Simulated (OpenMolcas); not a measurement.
**Os4+ in a ligand field**

Os4+ with 6 ligands (fluoride) in octahedral coordination (Oh) at 1.99 Å. A charge of +0.333 e stands 3.2 Å behind each ligand. Ligand basis ANO-RCC-VDZP.

```yaml
Program: OpenMolcas
Method: CASSCF
Basis: ANO-RCC-VDZP [7s6p4d2f1g]
Scalar_Hamiltonian: DKH2, point nucleus
Active_space: 4 electrons in 5 orbitals (5d)
State_averaging: 2S+1 = 5 even, 5 roots; 2S+1 = 3 even, 45 roots; 2S+1 = 1 even, 50 roots
Spin-orbit_coupling: RASSI with atomic mean-field integrals over the reference wave functions
```

The lowest spin-free states (labels of O, the rotations of Oh), above the lowest:

| State | Degeneracy | E (cm-1) |
| --- | --- | --- |
| 3T1 | 3 | 0.0 |
| 1T2 | 3 | 8876 |
| 1E | 2 | 9962 |
| 5E | 2 | 12086 |
| 1A1 | 1 | 19808 |
| 3E | 2 | 26867 |
| 2S+1 = 3 | 3 | 28286 |
| 2S+1 = 3 | 3 | 29047 |
| 2S+1 = 3 | 1 | 30301 |
| 2S+1 = 3 | 1 | 31491 |
| 3E | 2 | 32916 |
| 1T2 | 3 | 35099 |
| 1A2 | 1 | 35245 |
| 1T1 | 3 | 37170 |
| 1E | 2 | 38783 |
| 5T2 | 3 | 42729 |
| 2S+1 = 3 | 3 | 42783 |
| 2S+1 = 3 | 3 | 43135 |
| 1A1 | 1 | 46217 |
| 1T1 | 3 | 50603 |

The lowest levels with spin-orbit coupling:

```
E (cm-1)  Degeneracy      2S+1
     0.0           1  3 (85 %)
    4170           3         3
    7393           3  3 (82 %)
    7418           2  3 (85 %)
   16437           3  1 (76 %)
   17185           2  1 (79 %)
   19606           1         5
   19942           3  5 (88 %)
   20304           3  5 (86 %)
   20313           2  5 (80 %)
   20450           1  5 (86 %)
   27392           1  1 (66 %)
   32016           3  3 (89 %)
   33931           1  3 (70 %)
   34037           3         3
   34415           3         3
   35019           2  3 (84 %)
   35740           3         3
   36832           3  3 (82 %)
   37196           3         3
```

Powder χT (cm3 K/mol): 0.00115 at 2 K, 0.00577 at 10 K, 0.0289 at 50 K, 0.0577 at 100 K, 0.115 at 200 K, 0.173 at 300 K. The effective moment at 300 K is 2.828 √(χT) = 1.18 μB.

Metal share of the active 5d orbitals (Löwdin): 75, 75, 88, 88, 88 %; Mulliken charge of the metal 2.14.

A least-squares ligand-field fit to the states below 45000 cm-1, each weighted by its degeneracy and with a free common offset, gives 10Dq = 29927 cm-1, B = 738 cm-1 and C = 2811 cm-1 (C/B = 3.81), with an rms deviation of 330 cm-1.

The same method and metal basis give the free ion B = 861 cm-1 (fit to its terms below 60000 cm-1, rms deviation 30 cm-1), so the nephelauxetic ratio is β = 738 / 861 = 0.86; it hangs on how both fits weigh the states, and computed free-ion B values tend to be too large, so β mixes covalency with correlation.

Without dynamic correlation the repulsion within the d shell is too large (B by tens of per cent), so at a given field states of lower spin stand too high. This shell can be high or low spin here, a state of another spin lies low, and with metal d orbitals alone active their balance is uncertain, so the ground spin may be wrong, although the usual error favours high spin. The least metal-like active orbital is 75 % on the metal (Löwdin) and no ligand orbital is active, so the numbers are rough. With metal d orbitals alone the field can be off either way by tens of per cent. Ligand-to-metal charge-transfer states are missing. With no ligand orbital active B as a rule stays too high, so bands that hang on it stand too high and its fall with covalency is understated. The distance lies 3 % over the 1.94 Å that this model takes as the normal distance (a Shannon-type radius plus a fixed donor radius); by an R⁻⁵ law this alone changes a d-shell field by about -12 %. No measured value stands beside these numbers; the geometry was imposed, not optimised, and the real ion may take another.

A state without a sure symmetry label is named by its multiplicity alone.
